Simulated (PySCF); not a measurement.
Structure problem from calculated spectra and properties.

Formula: CH7F2PSi2.

| Quantity | Value |
| --- | --- |
| 13C NMR | chemical shifts (computed TMS as zero) by class: 130.5 (1 C) ppm [GIAO CAM-B3LYP/pcSseg-2] |
| Polarisability | 99.0 au [PBE0/def2-SVPD] |
| 1H NMR | chemical shifts (computed TMS as zero) by class: 6.12 (1 H), 4.48 (2 H), 4.17 (3 H), 0.91 (1 H) ppm [GIAO CAM-B3LYP/pcSseg-2] |
| NMR, other nuclei | isotropic shieldings of nuclei other than C and H, by class: 321 (2 F), 367 (1 Si), 400 (1 Si), 618 (1 P) ppm [GIAO CAM-B3LYP/pcSseg-2] |
| Rotational structure | rotational constants A, B, C: 2.769, 1.076, 0.853 GHz [PBE0-D3(BJ)/def2-SVP] |
| UV, first state | lowest singlet excitation: 5.96 eV (208 nm, f = 0.016) [TDDFT PBE0/def2-SVPD] |
| UV, strongest line | among the 10 lowest singlet transitions: S8 at 7.46 eV (166 nm, f = 0.161) [TDDFT PBE0/def2-SVPD] |
| XPS | Si2p3/2 106.9, Si2p3/2 107.0, P2p3/2 136.1, C1s 295.0, F1s 693.1 (×2), Si1s 1846.6, Si1s 1846.7, P1s 2149.6 eV [ΔSCF SCAN, pcX-2 on the ionised atom, pcseg-1 elsewhere, spin-free X2C, 2p3/2 from a spin–orbit splitting computed afterwards within the 2p shell] |
| Triplet | lowest triplet excitation (Tamm–Dancoff): 5.30 eV [TDA PBE0/def2-SVPD] |
| Valence photoelectron | vertical ionisation energy: 9.52 eV [ΔSCF PBE0/def2-SVPD] |

The electronic properties come from PySCF, for the isolated species, density fitting. Levels stand in brackets. The structure is a single PBE0-D3(BJ)/def2-SVP conformer in the gas phase; no vibrational or solvent corrections. NMR classes are plain means over equivalent atoms (diastereotopic ones count apart unless rotation or inversion swaps them), as if these changed places fast.

Question: Give a SMILES that accounts for the data.

Answer: Numbering: `[F:1][CH:2]([F:3])[SiH2:4][PH:5][SiH3:6]`. The one carbon: CHF2 carbon [C2] (130.5 ppm). Hydrogen classes from least to most shielded: 1 H on a CHF2 carbon, C2 (6.12 ppm), 2 H on an SiH2 silicon, Si4 (4.48 ppm), 3 H on an SiH3 silicon, Si6 (4.17 ppm), 1 H on a three-coordinate phosphorus, P5 (0.91 ppm). The other shieldings belong to: 321 ppm, fluorine of a CF2 group [F1/F3]; 367 ppm, SiH2 silicon [Si4]; 400 ppm, SiH3 silicon [Si6]; 618 ppm, three-coordinate phosphorus [P5]. The core levels belong to: Si2p3/2 106.9 eV, SiH3 silicon [Si6]; Si2p3/2 107.0 eV, SiH2 silicon [Si4]; P2p3/2 136.1 eV, three-coordinate phosphorus [P5]; C1s 295.0 eV, CHF2 carbon [C2]; F1s 693.1 eV, fluorine of a CF2 group [F1/F3]; Si1s 1846.6 eV, SiH3 silicon [Si6]; Si1s 1846.7 eV, SiH2 silicon [Si4]; P1s 2149.6 eV, three-coordinate phosphorus [P5]. One atom of each topological class was ionised and stands for its class. S1 is mainly HOMO→LUMO (weight 0.92); the largest Löwdin shares of the orbital it empties are 0.62 on the three-coordinate phosphorus, 0.11 on the SiH3 silicon, 0.11 on the SiH2 silicon and 0.06 on the P–H hydrogen, of the orbital it fills 0.28 on the three-coordinate phosphorus, 0.23 on the SiH2 silicon, 0.13 on the SiH3 silicon and 0.09 on an Si–H hydrogen. The optimised geometry has point group C1 and is an asymmetric top. Structure: `FC(F)[SiH2]P[SiH3]`. The assignments are read from this structure; whether some other isomer fits the data as well wasn't checked.

Conformer computed: `[F:1][CH:2]([F:3])[SiH2:4][PH:5][SiH3:6]`: F1–C2–Si4–P5 60°, C2–Si4–P5–Si6 -70°.
